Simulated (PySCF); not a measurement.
Al(Me)(OH)(PH2) (CH6AlOP), SMILES [CH3][Al]([OH])[PH2]. The structure is a stationary point at r2SCAN-D4/def2-SVP. The values are those of a single conformer.

Computed equilibrium geometry at r2SCAN-D4/def2-SVP (PySCF confirms it by a frequency run) as Cartesian coordinates in Å (one conformer of several):
```xyz
10

Al     0.2831    -0.2561     0.2741
C      2.1310    -0.5172    -0.2696
H      2.2016    -1.2575    -1.0859
H      2.7458    -0.8901     0.5657
H      2.5919     0.4103    -0.6493
O     -0.1992    -0.9783     1.7460
H     -1.0693    -0.9535     2.1521
P     -1.2171     1.0828    -0.9278
H     -2.3006     0.1577    -0.7956
H     -0.7847     0.5502    -2.1834
```
